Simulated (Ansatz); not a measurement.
C4H8NO (SMILES [CH2]C(=O)N(C)C), doublet, at a GFN2-xTB geometry; MP2/6-31G* (Ansatz, a first-principles code).

Input for Ansatz:
Ansatz 0.2 input:
```yaml
crystal:
  periodic: [false, false, false]
  atoms:
    - {symbol: C, position_ang: [1.65976568, -0.94200713, -0.15316346]}
    - {symbol: C, position_ang: [0.79434405, 0.14846511, 0.13409617]}
    - {symbol: O, position_ang: [1.20802231, 1.20512703, 0.61524242]}
    - {symbol: N, position_ang: [-0.55375410, -0.02185898, -0.12037189]}
    - {symbol: C, position_ang: [-1.46771921, 1.00555948, 0.30337301]}
    - {symbol: C, position_ang: [-1.12854011, -1.21496915, -0.68598781]}
    - {symbol: H, position_ang: [1.31825804, -1.92677478, -0.40461224]}
    - {symbol: H, position_ang: [2.71033890, -0.79143733, 0.01272719]}
    - {symbol: H, position_ang: [-2.06699405, 1.35635046, -0.54033177]}
    - {symbol: H, position_ang: [-2.13777724, 0.63240220, 1.08330828]}
    - {symbol: H, position_ang: [-0.87815217, 1.83123658, 0.69893060]}
    - {symbol: H, position_ang: [-0.57182946, -1.53955070, -1.56552403]}
    - {symbol: H, position_ang: [-1.15861846, -2.03536458, 0.03950843]}
    - {symbol: H, position_ang: [-2.15022780, -0.99715512, -0.99325006]}
basis:
  gaussian:
    orbitals: 6-31G*
magnetization: {spin_polarized: true, initial_magnetization: 1}
correlation: {method: mp2}
```

**Question.** What does Ansatz print? Leave out banner, timings and long lists.

**Answer.** 
```
Functional definition: HF
1098 factors; integrals over basis functions are off by at most 1.2e-3 eV
mean field evaluation 1: about -7760.9091 eV, gradient 3.1e1 eV
mean field evaluation 2: about -7760.9127 eV, gradient 3.1e1 eV
mean field evaluation 4: about -7765.7611 eV, gradient 4.5e0 eV
mean field evaluation 8: about -7766.0866 eV, gradient 5.3e-1 eV
mean field evaluation 16: about -7766.1142 eV, gradient 1.9e-6 eV
mean field -7766.11418674 eV, -285.3994323015 hartree, gradient 1.9e-6 eV, S^2 0.801103; 2 other end points of the search recorded, 0 dependent functions left out
6 core orbitals not correlated
reference -7766.11418674 eV, -285.3994323015 hartree; 18, 17 occupied and 82, 83 virtual orbitals, 1098 factors
second order -22.51895425 eV of doubles, -0.00000000 eV of singles
Total energy: -7788.63314100 eV, -286.2269886064 hartree
```
